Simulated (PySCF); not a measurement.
Working out the ionisation energy of Rh

Rh [Kr] 4d8 5s1 (4F) → Rh⁺ [Kr] 4d8 (3F). Calculation: PySCF 2.14, in def2-SVP with the def2 core potential (28 electrons); a scalar-relativistic core potential. Frozen: 4s2 4p6. Energies in hartree (1 hartree = 27.21139 eV):

| part | Rh (lower) | Rh⁺ (upper) |
| --- | --- | --- |
| UHF | -109.716916 | -109.485123 |
| MP2 opposite-spin | -0.085361 | -0.074150 |
| MP2 same-spin | -0.058942 | -0.048040 |

Q: What does Hartree-Fock give?

A: (-109.485123) − (-109.716916) = 0.231793 hartree = 6.307 eV.

Q: What do MP2 and SCS-MP2 (6/5 opposite-spin, 1/3 same-spin) give?

A: The opposite-spin parts differ by 0.305 eV and the same-spin parts by 0.297 eV. MP2: 6.307 + (0.305) + (0.297) = 6.909 eV. SCS-MP2: 6.307 + 1.2 × (0.305) + (0.297)/3 = 6.772 eV.

Measured between the centres of the two terms (NIST): 7.479 eV, so MP2 (valence) is off by -0.570 eV.

A double-zeta basis recovers only part of the correlation energy.

What remains against the reference includes basis incompleteness, the frozen core and correlation beyond second order.
